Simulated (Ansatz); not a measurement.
```yaml
crystal:
  periodic: [false, false, false]
  atoms:
    - {symbol: Zn, position_ang: [-1.856021, 0.527428, 0.170389]}
    - {symbol: O, position_ang: [-0.274184, 0.181730, 0.947896]}
    - {symbol: Si, position_ang: [1.077318, -0.279233, 0.216623]}
    - {symbol: Br, position_ang: [0.649411, -0.419606, -1.995554]}
    - {symbol: H, position_ang: [-3.232374, 0.844593, -0.365795]}
    - {symbol: H, position_ang: [2.173175, 0.707642, 0.353563]}
    - {symbol: H, position_ang: [-1.806021, 0.577428, 0.470389]}
basis:
  gaussian: {orbitals: aug-cc-pVTZ}
total_charge: 1
magnetization: {spin_polarized: true, initial_magnetization: 1}
hamiltonian: {xc: {name: wB97}}
output: {forces: true}
```

```sh
$ ansatz run in.yaml --threads 4 --pin off --events-out ev --progress --plain --max-ram 10444MiB
```

Output, abridged:

```
Functional definition: wB97
1798 factors; their error is unknown
596 factors; integrals over basis functions are off by at most 3.7e-5 eV
mean field evaluation 1: about -128177.2798 eV, gradient 1.0e2 eV
mean field evaluation 2: about -128147.4849 eV, gradient 1.4e2 eV
mean field evaluation 4: about -128195.6322 eV, gradient 1.2e1 eV
mean field evaluation 8: about -128195.9643 eV, gradient 3.9e-1 eV
mean field evaluation 16: about -128195.9405 eV, gradient 1.8e-3 eV
mean field -128195.94052894 eV, -4711.1139201091 hartree, gradient 4.5e-5 eV, S^2 0.753271; 0 other end points of the search recorded, 0 dependent functions left out
reference -128195.94051705 eV, -4711.1139196723 hartree; 45, 44 occupied and 272, 273 virtual orbitals, 1798 factors
Total energy: -128195.94051705 eV, -4711.1139196723 hartree
Atom 0 at    -1.856021     0.527428     0.170389 Å, force  -331.515509  -331.504843 -1988.858537 eV/Å
Atom 1 at    -0.274184     0.181730     0.947896 Å, force    -4.785455     1.550414     0.834482 eV/Å
Atom 2 at     1.077318    -0.279233     0.216623 Å, force     2.535480    -1.063987    -1.503584 eV/Å
Atom 3 at     0.649411    -0.419606    -1.995554 Å, force    -0.388655     0.141929     0.514075 eV/Å
Atom 4 at    -3.232374     0.844593    -0.365795 Å, force    -0.436042     0.147384     0.247485 eV/Å
Atom 5 at     2.173175     0.707642     0.353563 Å, force    -0.059335     0.135690     0.140967 eV/Å
Atom 6 at    -1.806021     0.577428     0.470389 Å, force   334.649516   330.593413  1988.625111 eV/Å
Dipole moment:    -1.087571     0.426619     0.697222 e Å
```

In this input one atom was put on top of another. The calculation finished and met its thresholds. The result belongs to that input, not to the molecule as meant.
